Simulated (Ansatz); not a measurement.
Geometry optimisation, UKS PBE-D4/def2-SVP (Ansatz).

input.yaml

```yaml
crystal:
  periodic: [false, false, false]
  atoms:
    - { symbol: B, position_ang: [0.003817, 4.7e-05, -0.121215] }
    - { symbol: H, position_ang: [0.012172, 0.001386, 1.081711] }
    - { symbol: Cl, position_ang: [1.525077, -0.000508, -0.965964] }
    - { symbol: Cl, position_ang: [-1.527854, -0.000501, -0.946616] }
    - { symbol: Cl, position_ang: [-0.013213, -0.000424, 3.642083] }
magnetization:
  spin_polarized: true
  initial_magnetization: 1
basis:
  gaussian: { orbitals: def2-SVP }
hamiltonian:
  xc: pbe
  dispersion: d4
relax:
  f_tol: 0.03
  max_steps: 50
```

Run as:

```bash
$ ansatz run input.yaml --threads 2 --pin off --max-ram 3072MiB --backend cpu --events-out ev --progress --plain --runs-dir out
```

Task: Where does it end, and by what steps?

Result: It converged. The force dipped under the threshold on the way, but the program's further checks kept it going. After 25 steps the energy has fallen by 1.155 eV; Cl5 moved furthest, 1.62 Å. Joined: B1–Cl5 (3.76 → 1.81 Å).

| step | energy less start (eV) | largest force component (eV/Å) | accepted |
| --- | --- | --- | --- |
| 0 | 0.0000 | 0.674 | yes |
| 1 | -0.0373 | 0.493 | yes |
| 2 | -0.0755 | 0.497 | yes |
| 3 | -0.1471 | 0.674 | yes |
| 4 | -0.2275 | 0.995 | yes |
| 5 | -0.2302 | 1.458 | yes |
| 6 | -0.2807 | 0.328 | yes |
| 7 | -0.2984 | 0.434 | yes |
| 8 | -0.3091 | 0.148 | yes |
| 9 | -0.3101 | 0.004 | yes |
| 10 | -0.3104 | 0.013 | yes |
| 11 | -0.3113 | 0.022 | yes |
| 12 | -0.3148 | 0.051 | yes |
| 13 | -0.3299 | 0.093 | yes |
| 14 | -0.3290 | 0.226 | no |
| 15 | -0.3333 | 0.097 | yes |
| 16 | -0.3424 | 0.164 | yes |
| 17 | -0.3517 | 0.290 | yes |
| 18 | -0.3822 | 0.161 | yes |
| 19 | -0.4614 | 0.706 | yes |
| 20 | -0.5519 | 1.593 | yes |
| 21 | -0.8095 | 2.032 | yes |
| 22 | -0.9547 | 2.351 | yes |
| 23 | -1.1539 | 0.045 | yes |
| 24 | -1.1542 | 0.083 | yes |
| 25 | -1.1548 | 0.002 | yes |

```xyz
5
Properties=species:S:1:pos:R:3
B 0.000 -0.081 0.520
H -0.005 1.192 0.798
Cl 1.547 -0.175 -0.417
Cl -1.547 -0.187 -0.414
Cl 0.004 -0.750 2.203
```

Whether the end is a true minimum wasn't checked by a vibrational analysis.

Run time: 43 s on 2 threads of Arm Neoverse V2, on a shared host, peak memory 0.16 GiB.
